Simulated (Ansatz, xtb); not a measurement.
**Relative energy of two isomers of C2H9Ge2NO**

We compare I, `NC(=O)[CH]([GeH3])[GeH3]`, a singlet, with II, `CC(=O)[N]([GeH3])[GeH3]`, a singlet. Both are isolated molecules in the gas phase, relaxed with PBE-D3(BJ)/def2-SVP; the shapes shown needn't be the lowest conformers.

I (Å):

```xyz
15

C    -0.1362    1.9734   -0.7311
C    -0.8283    0.6293   -0.8895
Ge   -2.1489    0.6971   -2.3763
Ge   -1.7151    0.1690    0.8280
N     0.7881    2.2883   -1.6942
O    -0.3993    2.7398    0.1961
H     1.2522    3.1952   -1.6389
H     0.9844    1.6795   -2.4864
H    -0.1065   -0.1713   -1.1579
H    -3.0004    1.9821   -2.2340
H    -1.3998    0.7221   -3.7399
H    -3.0605   -0.5561   -2.3247
H    -2.9559    1.0645    1.0520
H    -2.1865   -1.3098    0.7086
H    -0.7182    0.2934    2.0039
```

II (Å):

```xyz
15

C    -2.5042   -0.3709   -1.7954
C    -1.5296   -0.7432   -0.6903
Ge    0.5037   -0.5384    1.0806
Ge   -0.3815    1.8979   -1.0681
N    -0.5773    0.1858   -0.3155
O    -1.5667   -1.8417   -0.1249
H    -3.1863   -1.2203   -1.9726
H    -1.9686   -0.1318   -2.7373
H    -3.1009    0.5221   -1.5168
H     1.5002    0.6202    1.3697
H    -0.3550   -0.8247    2.3323
H     1.2682   -1.7831    0.5781
H    -1.6901    2.7069   -0.8653
H     0.7996    2.5593   -0.3252
H    -0.0823    1.7676   -2.5852
```

Question: Estimate which is lower in electronic energy at CCSD(T)/def2-SVP + ΔMP2/def2-TZVPP, and by roughly how much.

Answer: The CCSD(T)/def2-SVP + ΔMP2/def2-TZVPP calculation puts structure II lower, by 0.451 eV.

The same difference at several levels:

| level | geometry | E(II) − E(I) (eV) | departure from the last row (eV) | job, with rough time for the two |
| --- | --- | --- | --- | --- |
| GFN2-xTB | GFN2-xTB | −1.176 | −0.725 | optimisation, 0.29 s |
| HF/STO-3G | GFN2-xTB | −1.177 | −0.726 | single point, 0.76 s |
| r2SCAN-D4/def2-SVP | GFN2-xTB | −0.401 | +0.050 | single point, 5.7 s |
| PBE-D3(BJ)/def2-SVP | PBE-D3(BJ)/def2-SVP | −0.347 | +0.104 | optimisation, 49 s |
| HF/def2-SVP | PBE-D3(BJ)/def2-SVP | −0.518 | −0.067 | part of the CCSD(T) run |
| MP2/def2-SVP | PBE-D3(BJ)/def2-SVP | −0.483 | −0.032 | part of the CCSD(T) run |
| CCSD(T)/def2-SVP | PBE-D3(BJ)/def2-SVP | −0.508 | −0.057 | single point |
| CCSD(T)/def2-SVP + ΔMP2/def2-TZVPP | PBE-D3(BJ)/def2-SVP | −0.451 |  | single point, 3.3 min |

As drawn, II has 2 Ge–N, 2 C–H in place of 2 C–Ge, 2 N–H.

None of the levels shown reverses the order. The largest departure from CCSD(T)/def2-SVP + ΔMP2/def2-TZVPP is that of HF/STO-3G, 0.726 eV. The last row adds to CCSD(T) the change of the MP2 difference between the two basis sets, here +0.057 eV.

With thermal terms from frequencies at re-optimised GFN2-xTB minima (ideal gas, soft modes damped towards free rotors, one conformer each, 298.15 K, 1 atm): the zero-point term adds +0.007 eV; ΔH is −0.450 and ΔG −0.436 eV.

The correlated steps freeze 22 core orbitals; the filled d shell of Ge is correlated, in a basis made for valence electrons. Programs: Ansatz 0.2.0, xtb 6.7.1; the last row on 4 threads of Arm Neoverse V1 on a shared host.
